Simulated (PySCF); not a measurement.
F₂Sn, charge +1, doublet, at a GFN2-xTB geometry (such geometries of metal compounds can be far from the true shape) (a state made from the parent by changing its charge; the spin is typed, not shown lowest) (core potentials on Sn); PySCF with R2SCAN/def2-SVP.

Input for PySCF:
```python
from pyscf import gto, scf, dft

mol = gto.M(
    atom='''
Sn    0.000000    0.000000    0.000000
F    -0.000000   -0.000000   -2.208865
F     0.000000    0.000000    2.208865
''',
    basis='def2-svp',
    ecp={'Sn': 'def2-svp'},
    charge=1,
    spin=1,
    verbose=4,
)

mf = dft.UKS(mol)
mf.xc = 'r2scan'
mf.grids.prune = dft.gen_grid.treutler_prune
mf.kernel()
```

It wrote (shortened):

```
PySCF version 2.14.0

[INPUT] verbose = 4
[INPUT] num. atoms = 3
[INPUT] num. electrons = 39
[INPUT] charge = 1
[INPUT] spin (= nelec alpha-beta = 2S) = 1
[INPUT] symmetry False subgroup None
[INPUT] Mole.unit = angstrom
[INPUT] Symbol           X                Y                Z      unit          X                Y                Z       unit  Magmom
[INPUT]  1 Sn     0.000000000000   0.000000000000   0.000000000000 AA    0.000000000000   0.000000000000   0.000000000000 Bohr   0.0
[INPUT]  2 F      0.000000000000   0.000000000000  -2.208865000000 AA    0.000000000000   0.000000000000  -4.174149896137 Bohr   0.0
[INPUT]  3 F      0.000000000000   0.000000000000   2.208865000000 AA    0.000000000000   0.000000000000   4.174149896137 Bohr   0.0

nuclear repulsion = 104.572190951724
number of shells = 22
number of NR pGTOs = 109
number of NR cGTOs = 54
basis = def2-svp
ecp = {'Sn': 'def2-svp'}

******** <class 'pyscf.dft.uks.UKS'> ********
method = UKS
initial guess = minao
damping factor = 0
level_shift factor = 0
DIIS = <class 'pyscf.scf.diis.CDIIS'>
diis_start_cycle = 1
diis_space = 8
diis_damp = 0
SCF conv_tol = 1e-09
SCF conv_tol_grad = None
SCF max_cycles = 50
direct_scf = True
direct_scf_tol = 1e-13
number electrons alpha = 20  beta = 19
XC library pyscf.dft.libxc version 7.1.2
    S. Lehtola, C. Steigemann, M. J. T. Oliveira, and M. A. L. Marques,  SoftwareX 7, 1–5 (2018)
XC functionals = r2scan
    J. W. Furness, A. D. Kaplan, J. Ning, J. P. Perdew, and J. Sun,  J. Phys. Chem. Lett. 11, 8208–8215 (2020)
    J. W. Furness, A. D. Kaplan, J. Ning, J. P. Perdew, and J. Sun,  J. Phys. Chem. Lett. 11, 9248–9248 (2020)
    J. W. Furness, A. D. Kaplan, J. Ning, J. P. Perdew, and J. Sun,  J. Phys. Chem. Lett. 11, 8208–8215 (2020)
    J. W. Furness, A. D. Kaplan, J. Ning, J. P. Perdew, and J. Sun,  J. Phys. Chem. Lett. 11, 9248–9248 (2020)
radial grids:
    Treutler-Ahlrichs [JCP 102, 346 (1995); DOI:10.1063/1.469408] (M4) radial grids

becke partition: Becke, JCP 88, 2547 (1988); DOI:10.1063/1.454033
pruning grids: <function treutler_prune>
grids dens level: 3
symmetrized grids: False
atomic radii adjust function: <function treutler_atomic_radii_adjust>
small_rho_cutoff = 0
Set gradient conv threshold to 3.16228e-05
tot grids = 46920
init E= -391.11368297142

cycle= 1 E= -412.300345877816  delta_E= -21.2  |g|= 1.79  |ddm|=  4.8
cycle= 2 E= -411.520775222457  delta_E= 0.78  |g|= 2.22  |ddm|= 3.89
cycle= 3 E= -413.393832484555  delta_E= -1.87  |g|= 0.431  |ddm|= 2.07
cycle= 4 E= -413.440059981039  delta_E= -0.0462  |g|= 0.183  |ddm|= 0.385
cycle= 5 E= -413.450368449309  delta_E= -0.0103  |g|= 0.065  |ddm|= 0.18
cycle= 6 E= -413.452472071609  delta_E= -0.0021  |g|= 0.00759  |ddm|= 0.0632
cycle= 7 E= -413.452508532162  delta_E= -3.65e-05  |g|= 0.00352  |ddm|= 0.0124
cycle= 8 E= -413.452515630557  delta_E= -7.1e-06  |g|= 0.000449  |ddm|= 0.00428
cycle= 9 E= -413.452515761787  delta_E= -1.31e-07  |g|= 9.4e-05  |ddm|= 0.000752
cycle= 10 E= -413.452515766241  delta_E= -4.45e-09  |g|= 2.04e-06  |ddm|= 0.000113
cycle= 11 E= -413.452515766244  delta_E= -2.84e-12  |g|= 4.77e-07  |ddm|= 5.48e-06
Extra cycle  E= -413.452515766243  delta_E= 7.96e-13  |g|= 1.46e-06  |ddm|= 1.69e-06
converged SCF energy = -413.452515766243  <S^2> = 0.76522543  2S+1 = 2.0151679
```
